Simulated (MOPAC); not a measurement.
MOPAC input (MNDO):

```
MNDO PRECISE GNORM=0.05 LET XYZ GEO-OK AUX(PRECISION=9) THREADS=1
CH2BrF

F    -1.80859100 1    0.87204300 1   -0.12027200 1
C    -1.19277600 1   -0.32990100 1    0.05142100 1
Br    0.75235300 1   -0.11834100 1    0.01472200 1
H    -1.44634900 1   -0.73385800 1    1.02686500 1
H    -1.45201100 1   -0.99318100 1   -0.76823100 1
```

From the output:

```
                                                       MOPAC v23.2.5 Linux

          FINAL HEAT OF FORMATION =        -55.14513 KCAL/MOL =    -230.72721 KJ/MOL

          COSMO AREA              =         90.01 SQUARE ANGSTROMS
          COSMO VOLUME            =         73.13 CUBIC ANGSTROMS

          GRADIENT NORM           =          0.01771          =       0.00792 PER ATOM
          IONIZATION POTENTIAL    =         11.891951 EV
          HOMO LUMO ENERGIES (EV) =        -11.892 -0.155
          NO. OF FILLED LEVELS    =         10
          MOLECULAR WEIGHT        =        112.9292         POINT GROUP:  Cs

          MOLECULAR DIMENSIONS (Angstroms)

            Atom       Atom       Distance
           Br     3    F     1     2.71902
            H     5    H     4     1.82844
            H     5    F     1     1.50550

          SCF CALCULATIONS        =         14

   ATOM   CHEMICAL          X               Y               Z
  NUMBER   SYMBOL      (ANGSTROMS)     (ANGSTROMS)     (ANGSTROMS)

     1       F         -1.80100187  *   0.86213812  *  -0.11886583  *
     2       C         -1.16862852  *  -0.30346490  *   0.04752374  *
     3      Br          0.73152274  *  -0.11843613  *   0.01480196  *
     4       H         -1.41173804  *  -0.75650974  *   1.03746006  *
     5       H         -1.41746146  *  -1.01793879  *  -0.77218937  *

                             CARTESIAN COORDINATES

   1    F       -1.801001870     0.862138125    -0.118865830
   2    C       -1.168628518    -0.303464905     0.047523741
   3   Br        0.731522742    -0.118436126     0.014801959
   4    H       -1.411738038    -0.756509742     1.037460056
   5    H       -1.417461456    -1.017938785    -0.772189371

           Empirical Formula: C H2 F Br  =     5 atoms

      MOLECULAR POINT GROUP   :   Cs

                  EIGENVALUES
 -47.24189 -28.50549 -25.24928 -18.37352 -18.25789 -17.72361 -14.15000 -13.35625
 -12.14686 -11.89195  -0.15493   2.64681   3.32155   4.30001

              NET ATOMIC CHARGES AND DIPOLE CONTRIBUTIONS

  ATOM NO.   TYPE          CHARGE      No. of ELECS.   s-Pop       p-Pop
    1          F          -0.205354        7.2054     1.88427     5.32109
    2          C           0.269749        3.7303     1.22961     2.50064
    3         Br          -0.141837        7.1418     1.99014     5.15170
    4          H           0.038720        0.9613     0.96128
    5          H           0.038721        0.9613     0.96128
 DIPOLE           X         Y         Z       TOTAL
 POINT-CHG.    -0.762    -1.493     0.218     1.690
 HYBRID        -0.069    -0.133     0.019     0.152
 SUM           -0.832    -1.626     0.238     1.842

          ATOMIC ORBITAL ELECTRON POPULATIONS

     Atom    s        px        py        pz
    1  F   1.88427   1.81624   1.54049   1.96436
    2  C   1.22961   0.77978   0.76615   0.95471
    3 Br   1.99014   1.16707   1.98975   1.99488
    4  H   0.96128
    5  H   0.96128

 **********************
 *                    *
 * JOB ENDED NORMALLY *
 *                    *
 **********************

 == MOPAC DONE ==
```

The geometry given is a B3LYP-D3(BJ)/def2-TZVP minimum.
